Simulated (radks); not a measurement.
Results of a calculation; reference values are marked as such.
Q: Orbital eigenvalues (eV) of the indium ion In2+, [Kr] 4d10 5s1, of relativity; Dirac values are averaged over j with weights 2j + 1. Spin-unpolarised spherical Kohn-Sham, LDA (Slater exchange, Perdew-Wang correlation), point nucleus unless stated (finite: rms radius 4.6156 fm), a radial shooting solver on a logarithmic mesh with Libxc functionals. A level marked "c x" has the speed of light scaled by that factor.

| shell | non-rel. |
|---|---|
| 1s | -26784 |
| 2s | -3938.4 |
| 2p | -3681.3 |
| 3s | -758.59 |
| 3p | -653.15 |
| 3d | -457.06 |
| 4s | -128.42 |
| 4p | -93.939 |
| 4d | -37.594 |
| 5s | -23.082 |

Give the values at the level "Dirac, c x 0.75".

A: 
shell  Dirac, c x 0.75  change of magnitude (%)
1s              -28548                    +6.59
2s             -4369.7                   +10.95
2p             -3806.4                    +3.40
3s             -846.26                   +11.56
3p             -679.53                    +4.04
3d             -445.47                    -2.54
4s             -145.90                   +13.62
4p             -98.544                    +4.90
4d             -36.096                    -3.99
5s             -25.076                    +8.64
